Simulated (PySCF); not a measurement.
**Question.** What does the GFN2-xTB structure of InChI=1S/C7H7FO/c1-9-7-5-3-2-4-6(7)8/h2-5H,1H3 look like in three dimensions?

**Answer.** 
Z-matrix in Å and degrees, rows numbered from 1:
```
C 
O   1  1.4060
C   2  1.3567  1  118.53
C   3  1.3904  2  125.79  1     0.73
C   4  1.3863  3  120.62  2  -179.89
C   5  1.3812  4  120.87  3    -0.21
C   6  1.3864  5  119.52  4     0.08
C   7  1.3772  6  119.39  5     0.14
F   8  1.3498  3  118.76  2     0.08
H   1  1.0884  2  105.51  3   179.58
H   1  1.0947  2  111.58  3   -61.80
H   1  1.0948  2  111.52  3    60.99
H   4  1.0781  3  120.20  2     0.12
H   5  1.0795  4  119.05  3   179.75
H   6  1.0785  5  120.53  4  -179.95
H   7  1.0784  6  121.56  5  -179.96
```

The 6 C–C bonds span 1.377 Å (C7–C8, aromatic) to 1.401 Å (C3–C8, aromatic), a spread of 0.024 Å. The 9 heavy atoms lie in one plane (0.004 Å rms). The 6-membered ring C3–C4–C5–C6–C7–C8 has internal angles of 117.5° to 122.2° (sum 720°, against 720° for a flat polygon); it is planar, 0.00 Å rms from its mean plane, widest ring torsion 0°. The 2 C–O bonds span 1.357 Å (O2–C3, drawn single) to 1.406 Å (C1–O2, drawn single), a spread of 0.049 Å.

Computed geometry: GFN2-xTB, gas phase.

Point group: Cs (every atom within 0.08 Å of its image). Whether it is a minimum is left open (no frequencies). One conformer, not necessarily the lowest (C1–O2–C3–C4 1°).
